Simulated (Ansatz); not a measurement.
**Question.** Name a neutral molecule of Al, C, Cl, N, O and H with ideal-gas entropy at 298 K and 1 bar (rigid rotor, harmonic PBE0-D4/def2-TZVP) between 317 and 333 J/(mol·K) and HOMO energy (PBE/def2-TZVPP) between -6.30 and -6.00 eV (Ansatz, PBE0-D4/def2-TZVP geometry).

**Answer.** `N=[C]1[O][Al]1[Cl]` (320 J/(mol·K), -6.04 eV). Other molecules can fit too; these were computed, each in one conformer that needn't be the lowest.
